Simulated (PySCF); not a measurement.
SMILES [H]/N=C\C[C@@H]1CC[C@H]1C, C7H13N

Cartesian coordinates in Å; atom numbers follow the order of the lines, from 1:
```xyz
21

C    -1.0335    0.4195    1.7790
C    -0.8132    0.4504    0.2790
C    -1.9631   -0.0421   -0.6198
C    -0.9617   -0.8943   -1.4134
C     0.0897   -0.6506   -0.3161
C     1.4844   -0.2331   -0.7709
C     2.3401    0.1054    0.4121
N     2.9117    1.1876    0.6799
H    -1.3751   -0.5638    2.0961
H    -0.1052    0.6479    2.2995
H    -1.7823    1.1535    2.0696
H    -0.4713    1.4445   -0.0177
H    -2.4949    0.7216   -1.1832
H    -2.6851   -0.6444   -0.0719
H    -1.2410   -1.9314   -1.5881
H    -0.6829   -0.4400   -2.3626
H     0.1680   -1.5032    0.3621
H     1.9458   -1.0652   -1.3117
H     1.4172    0.6242   -1.4473
H     2.4651   -0.6945    1.1384
H     2.7785    1.9250   -0.0134
```

Computed, not measured: GIAO HF/pcSseg-1 magnetisability, rotational g tensor and spin-rotation constants, non-relativistic, gas phase (PySCF 2.14.0). Geometry: GFN2-xTB.

Give the nuclear spin-rotation constants along the inertial axes (H = +C I·J) beside the isotropic shieldings.

Rotational constants 3.2683, 1.3873, 1.0853 GHz. A star marks the isotopologue with that one atom substituted, in its own axes.
| atom | isotope | Caa (kHz) | Cbb (kHz) | Ccc (kHz) | mean (kHz) | σ (ppm) |
| --- | --- | --- | --- | --- | --- | --- |
| N8 | 14N | 0.389 | 0.139 | 0.355 | 0.294 | -87.7 |
| H9 | 1H | -0.308 | -0.153 | -0.004 | -0.155 | 31.3 |
| H10 | 1H | 0.022 | -0.129 | -0.123 | -0.077 | 30.9 |
| H11 | 1H | -0.259 | -0.066 | -0.082 | -0.136 | 31.0 |
| H12 | 1H | -0.287 | -0.161 | 0.008 | -0.146 | 30.7 |
| H13 | 1H | -0.280 | -0.154 | 0.010 | -0.141 | 30.2 |
| H14 | 1H | -0.128 | -0.136 | -0.065 | -0.110 | 30.7 |
| H15 | 1H | -0.251 | -0.110 | -0.035 | -0.132 | 30.2 |
| H16 | 1H | -0.358 | -0.065 | -0.044 | -0.156 | 30.7 |
| H17 | 1H | -0.370 | -0.162 | 0.038 | -0.165 | 30.5 |
| H18 | 1H | -0.351 | 0.010 | -0.097 | -0.146 | 29.9 |
| H19 | 1H | -0.371 | -0.161 | 0.032 | -0.167 | 30.6 |
| H20 | 1H | -0.327 | -0.125 | 0.105 | -0.116 | 24.7 |
| H21 | 1H | -0.374 | -0.150 | 0.181 | -0.114 | 21.8 |
| C1 | 13C* | 0.484 | 0.173 | 0.154 | 0.270 | 170.2 |
| C2 | 13C* | 0.476 | 0.233 | 0.161 | 0.290 | 160.7 |
| C3 | 13C* | 0.498 | 0.170 | 0.154 | 0.274 | 170.2 |
| C4 | 13C* | 0.370 | 0.223 | 0.146 | 0.247 | 171.7 |
| C5 | 13C* | 0.606 | 0.184 | 0.167 | 0.319 | 158.5 |
| C6 | 13C* | 0.548 | 0.264 | 0.192 | 0.335 | 144.3 |
| C7 | 13C* | 0.988 | 0.405 | 0.564 | 0.652 | 16.3 |

For the geometry as given, no vibrational averaging.

How do the rotational constants and the g tensor change when H9, H10, H11, H12, H13, H14, H15, H16, H17, H18, H19, H20, H21 are replaced by deuterium?

Constants 2.5139, 1.2000, 0.9375 GHz; g -0.0062, -0.0059, -0.0155, against -0.0080, -0.0066, -0.0179 before.
